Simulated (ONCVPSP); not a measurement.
**Configuration tests for Pt (Z = 78) (ONCV)**

```
Element                 : platinum
Generator               : ONCVPSP 4.0.1
Type                    : optimised norm-conserving Vanderbilt (ONCV)
Functional              : LDA (Perdew-Zunger)
Relativity              : fully relativistic
Frozen core             : [Kr] 4d10 4f14
Valence charge          : 18
Reference configuration : 5s2 5p6 5d9 6s1
Partial waves           : 5s+6s: rc 1.80 bohr, ncon 4, nbas 7, qcut 8.7 1/bohr, 2 projectors; 5p: rc 1.70 bohr, ncon 4, nbas 7, qcut 6.6 1/bohr, 2 projectors, debl 3.3 Ha; 5d: rc 1.70 bohr, ncon 4, nbas 8, qcut 8.8 1/bohr, 1 projector; f scattering state at 0.35 Ha: rc 1.80 bohr, ncon 4, nbas 7, qcut 5.9 1/bohr, 2 projectors, debl 1.6 Ha
Local potential         : polynomial inside 1.25 bohr (lpopt 4, dvloc0 1 Ha)
Core correction         : Teter function, fcfact 4.25, rcfact 1
```

Open shells are filled in proportion to 2j + 1.

Energies are relative to the spin-unpolarised reference configuration 5s2 5p6 5d9 6s1; without spin polarisation the order of configurations can differ from experiment.

Problem. Give the all-electron excitation energy and the error of the potential for: 5s2 5p6 5d9 6s0; 5s2 5p6 5d8 6s0; 5s2 5p6 5d7 6s0; 5s2 5p6 5d8 6s1.

Solution.

| valence configuration | charge | ΔE all-electron (eV) | error AE − PS (meV) |
| --- | --- | --- | --- |
| 5s2 5p6 5d9 6s0 | +1 | 9.558 | -1.2 |
| 5s2 5p6 5d8 6s0 | +2 | 29.834 | +2.0 |
| 5s2 5p6 5d7 6s0 | +3 | 62.344 | +11 |
| 5s2 5p6 5d8 6s1 | +1 | 11.443 | +1.0 |

Levels in the configuration 5s2 5p6 5d7 6s0:

```
   level  all-electron (eV)  pseudo (eV)
5s j=1/2           -137.147     -137.165
5p j=3/2            -86.904      -86.907
5p j=1/2           -102.290     -102.292
5d j=5/2            -38.379      -38.367
5d j=3/2            -40.034      -40.021
```
